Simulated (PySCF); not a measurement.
Computed magnetic data of one metal complex (SC-NEVPT2 in the d shell, PySCF, with spin-orbit coupling):

```json
{"T / K": "2", "χT / cm³ K mol⁻¹": "0.018", "μeff / μB": "0.37"}
{"T / K": "5", "χT / cm³ K mol⁻¹": "0.044", "μeff / μB": "0.59"}
{"T / K": "10", "χT / cm³ K mol⁻¹": "0.085", "μeff / μB": "0.82"}
{"T / K": "20", "χT / cm³ K mol⁻¹": "0.135", "μeff / μB": "1.04"}
{"T / K": "30", "χT / cm³ K mol⁻¹": "0.159", "μeff / μB": "1.13"}
{"T / K": "50", "χT / cm³ K mol⁻¹": "0.186", "μeff / μB": "1.22"}
{"T / K": "75", "χT / cm³ K mol⁻¹": "0.212", "μeff / μB": "1.30"}
{"T / K": "100", "χT / cm³ K mol⁻¹": "0.235", "μeff / μB": "1.37"}
{"T / K": "150", "χT / cm³ K mol⁻¹": "0.281", "μeff / μB": "1.50"}
{"T / K": "200", "χT / cm³ K mol⁻¹": "0.325", "μeff / μB": "1.61"}
{"T / K": "250", "χT / cm³ K mol⁻¹": "0.370", "μeff / μB": "1.72"}
{"T / K": "300", "χT / cm³ K mol⁻¹": "0.413", "μeff / μB": "1.82"}
```

Powder magnetisation at 2 K: 0.01 μB at 0.5 T, 0.02 μB at 1 T, 0.03 μB at 2 T, 0.05 μB at 3 T, 0.08 μB at 5 T, 0.11 μB at 7 T.

Question: Which of these complexes, all computed at model or optimised geometries, gave the data?
A. [MoCl6]2- (d2, octahedral)
B. [TcCl4]+ (d2, tetrahedral)
C. TiI2 (d2, linear)
D. [Ti(NH3)5]2+ (d2, trigonal bipyramidal)

Answer: A. [MoCl6]2- (d2, octahedral) has NEVPT2: 2S+1 = 3, 1.82 μB at 300 K, 0.82 μB at 10 K, 0.11 μB at 7 T. The others: TiI2 (d2, linear) has NEVPT2: 2S+1 = 3, 3.07 μB at 300 K, 0.70 μB at 10 K, 0.08 μB at 7 T; [TcCl4]+ (d2, tetrahedral) has NEVPT2: 2S+1 = 3, 2.69 μB at 300 K, 2.67 μB at 10 K, 1.87 μB at 7 T; [Ti(NH3)5]2+ (d2, trigonal bipyramidal) has NEVPT2: 2S+1 = 3, 2.86 μB at 300 K, 2.73 μB at 10 K, 1.89 μB at 7 T.

The d shell alone is too small an active space for [MoCl6]2- (an active orbital has only 0.61 squared overlap with the free ion's shell): its levels, fitted parameters, g values and moments show what this model gives and aren't sound predictions.

The d shell alone is too small an active space for [TcCl4]+ (an active orbital has only 0.54 squared overlap with the free ion's shell): its levels, fitted parameters, g values and moments show what this model gives and aren't sound predictions.

On [MoCl6]2-: No frequencies were computed for the optimised geometry. The ground state is orbitally degenerate in this regular structure, which would distort (Jahn–Teller), so its moment is that of the undistorted model.
